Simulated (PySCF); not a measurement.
**EPR parameters of C3H8NSSi**

C3H8NSSi (doublet state).
Geometry (GFN2-xTB, Å), atoms numbered from 1 in this order:
```xyz
14
C3H8NSSi angstrom
C      2.2337    1.0010   -1.0597
C      1.5572    0.5989   -0.0011
C      0.7376   -0.6600    0.0393
N     -0.4478   -0.4816    0.7651
Si    -2.0293   -0.9828    0.6473
S     -2.8623    0.8333   -0.3174
H      2.8003    1.9164   -1.0601
H      2.2478    0.4312   -1.9749
H      1.5374    1.1772    0.9111
H      0.5949   -1.0655   -0.9728
H      1.3310   -1.4148    0.5892
H     -2.6002   -0.9976    1.9830
H     -2.5587   -2.0162   -0.2344
H     -2.5422    1.6599    0.6633
```

The hyperfine couplings belong to this conformer and change with its torsions.

As a line formula: `[SiH2]([N]CC=C)S` [radical].

Method used: PySCF 2.14.0, UKS B3LYP, pcH-1 on C H N S Si, non-relativistic, mean-field spin-orbit, GIAO. Isolated species at its GFN2-xTB geometry (one conformer only). The geometry wasn't refined by DFT: couplings that depend on bond lengths, twists or pyramidal angles can differ widely from those at the functional's own minimum. The SCF solution wasn't tested for stability.

```json
{
 "g1, g2, g3": "2.00218, 2.00352, 2.00818",
 "g_iso": "2.00463",
 "Form of g": "rhombic: the two nearest values differ by 22 % of g3 − g1",
 "⟨S²⟩": "0.7556 (exact 0.7500)",
 "HOMO–LUMO gap, α and β orbitals": "6.59, 3.30 eV"
}
```

Isotropic coupling and dipolar principal values T1 to T3, in MHz:

| atom | isotope | a_iso | of which spin–orbit | T1 | T2 | T3 | Mulliken spin population |
| --- | --- | --- | --- | --- | --- | --- | --- |
| C1 | 13C | 1.2 | 0.0 | -1.8 | 0.0 | 1.8 | -0.01 |
| C2 | 13C | 14.2 | 0.0 | -3.0 | -1.3 | 4.3 | 0.02 |
| C3 | 13C | -29.4 | 0.0 | -4.7 | 2.0 | 2.7 | -0.06 |
| N4 | 14N | 28.6 | 0.1 | -37.7 | -36.1 | 73.8 | 0.82 |
| Si5 | 29Si | 43.2 | -0.1 | -3.9 | -1.0 | 4.9 | -0.04 |
| S6 | 33S | 3.9 | 0.2 | -18.5 | -17.4 | 35.9 | 0.15 |
| H7 | 1H | 5.5 | 0.0 | -0.9 | -0.7 | 1.6 | 0.00 |
| H8 | 1H | 2.5 | 0.0 | -1.5 | -1.1 | 2.6 | 0.00 |
| H9 | 1H | -2.2 | 0.0 | -3.3 | -2.8 | 6.1 | 0.00 |
| H10 | 1H | 44.4 | 0.0 | -4.9 | -4.1 | 9.0 | 0.02 |
| H11 | 1H | 204.8 | 0.0 | -7.4 | -2.8 | 10.2 | 0.08 |
| H12 | 1H | 21.5 | 0.0 | -3.9 | -2.3 | 6.2 | 0.01 |
| H13 | 1H | -2.8 | 0.0 | -2.8 | -2.0 | 4.8 | 0.00 |
| H14 | 1H | -4.0 | 0.1 | -6.2 | 0.2 | 6.0 | 0.00 |

The Mulliken spin populations are largest on N4 (+0.82), S6 (+0.15) and H11 (+0.08).

Under fast tumbling the dipolar parts average out, and these isotropic splittings remain (the largest six): 2 × 1H (H10/H11, I = 1/2, 3 lines) with 4.44 mT, 1 × 14N (N4, I = 1, 3 lines) with 1.02 mT, 2 × 1H (H12/H13, I = 1/2, 3 lines) with 0.33 mT, 1 × 1H (H7, I = 1/2, 2 lines) with 0.19 mT, 1 × 1H (H14, I = 1/2, 2 lines) with 0.14 mT and 1 × 1H (H8, I = 1/2, 2 lines) with 0.09 mT.

Means are taken over nuclei equivalent by connectivity, which assumes that they swap fast. The 1H value of +124.6 MHz is a mean of couplings from 44.4 to 204.8 MHz in this one geometry, not an average over conformers. The 1H value of +9.4 MHz is a mean of couplings from -2.8 to 21.5 MHz in this one geometry, not an average over conformers.

The 13C coupling of C3 (-29.4 MHz) shows only in satellite lines or after enrichment, since that isotope makes up about 1.07 % of natural carbon.

The 29Si coupling of Si5 (43.2 MHz) shows only in satellite lines or after enrichment, since that isotope makes up about 4.7 % of natural silicon.

β density exceeds α density at some nuclei, such as Si5 (-0.0487) and C3 (-0.0262), spin density in bohr⁻³. In a single determinant that takes different orbitals for the two spins, that is spin polarisation.
